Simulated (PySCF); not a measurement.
Computed properties of Ge(Cl)3(NEt2) (C4H10Cl3GeN), SMILES CC[N](CC)[Ge]([Cl])([Cl])[Cl]

C4H10Cl3GeN, SMILES CC[N](CC)[Ge]([Cl])([Cl])[Cl]. Geometry: r2SCAN-D4/def2-SVP. One conformer was computed; it need not be the lowest. All values are computed for the isolated molecule unless a solvent is named; none is compared with measurement here.

**Structure.** All 51 harmonic modes at r2SCAN-D4/def2-SVP (PySCF) are real, so it is a minimum. With heavy atoms numbered as in [CH3:1][CH2:2][N:3]([CH2:4][CH3:5])[Ge:6]([Cl:7])([Cl:8])[Cl:9], the shortest bond between them is N3–C4 at 1.462 Å and the longest Ge6–Cl7 at 2.164 Å.

**Vibrations.** The strongest infrared lines (harmonic, unscaled, degenerate partners summed) lie at 1211 cm⁻¹ (88 km/mol, N 37 %, C 36 %, H 27 %), 451 cm⁻¹ (79 km/mol, Cl 47 %, Ge 40 %), 427 cm⁻¹ (71 km/mol, Cl 61 %, Ge 38 %). The softest mode is at 34 cm⁻¹ and the zero-point energy is 89.8 kcal/mol.

**Electronic structure.** r2SCAN/def2-SVP (PySCF) places the frontier levels at -5.91 and -1.96 eV, a gap of 3.95 eV, and gives a dipole moment of 3.05 D and a mean polarisability of 103.0 bohr³.

**Excitations.** TDA-M06-2X/def2-SVP (PySCF) has S1 at 5.55 eV (224 nm, f = 0.017, weak); the most intense of the 6 singlets computed lies at 7.34 eV (f = 0.03). T1 (TDA) is at 5.12 eV, 0.43 eV under S1. No vertical singlet excitation falls in the visible range (under 3.1 eV).

**NMR.** GIAO shifts at B3LYP/pcSseg-1 (PySCF) (non-relativistic, atoms alike by connectivity averaged): ¹³C from 23.8 to 53.2 ppm against TMS; ¹H from 1.6 to 3.5 ppm against TMS. Without spin–orbit terms, shifts of atoms bonded to Cl or Br come out too high.
